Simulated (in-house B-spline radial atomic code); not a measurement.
**Binding energies in the praseodymium ion Pr⁵⁰⁺**

NIST's tabulated ground configuration is [He] 2s2 2p5; each binding energy is the energy of the ion with one electron taken from that subshell, relaxed, less that of the parent. Computed with a B-spline radial code for spherical atoms: Dirac-Hartree-Fock, average of configuration, Fermi nucleus of rms radius 4.8919 fm. Energies include first-order Breit, QED and recoil terms.

```csv
subshell,X-ray name,binding energy (eV),-ε (eV),relaxation (eV)
1s,K,45998.1,46176.1,18.9
2s,L1,10451.1,10472.0,2.0
2p,"L2,3",9809.7,9826.1,2.8
```

Relaxation = -ε minus the binding energy without Breit, QED and recoil terms.

(1) What does it cost to remove both a 1s and a 2p electron?

(2) What does it cost to remove two 1s electrons?

## Answers

(1) 56175 eV, which is 366.9 eV more than the two single binding energies together.

(2) 93107 eV, which is 1111 eV more than the two single binding energies together.
